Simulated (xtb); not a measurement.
FH5OSi3, SMILES [SiH2]1[SiH]([SiH2]O1)F. All values are semi-empirical tight-binding results from xtb (GFN2-xTB unless named), good for trends rather than for accurate numbers. Coordinates come from a GFN2-xTB optimisation. This is a generated structure with no PubChem entry under its InChIKey; it may be hypothetical.

Optimised geometry:

```xyz
10

F     -2.3219     0.5878     0.0000
Si    -1.0698    -0.4564     0.0000
Si     0.7293     0.0295     1.4125
O      1.5982     0.1844     0.0000
Si     0.7293     0.0295    -1.4125
H     -1.8059    -1.7224     0.0000
H      1.3757    -1.0408     2.1692
H      0.8611     1.3019     2.1203
H      0.8611     1.3019    -2.1203
H      1.3757    -1.0408    -2.1692
```
Charge 0, spin multiplicity 1.

Computed properties:
point group as xtb finds it: Cs
orbital gap: 3.49 eV
dipole moment: 1.21 D
zero-point energy: 29.8 kcal/mol
G − E(el) at 298.15 K (modified RRHO): 9.6 kcal/mol
static polarisability (D4 model): 86.5 bohr³
solvation energy, GFN2-xTB/ALPB(water): 0.6 kcal/mol
solvation energy, GFN2-xTB/ALPB(toluene): -1.1 kcal/mol

Computed atomic charges and the Wiberg bond orders between heavy atoms:
charges (e) F1 -0.30, Si2 0.40, Si3 0.46, O4 -0.54, Si5 0.46, H6 -0.09, H7 -0.11, H8 -0.09, H9 -0.09, H10 -0.11. Bond orders F1–Si2 1.09, Si2–Si3 0.81, Si3–O4 1.06, Si2–Si5 0.81, O4–Si5 1.06.
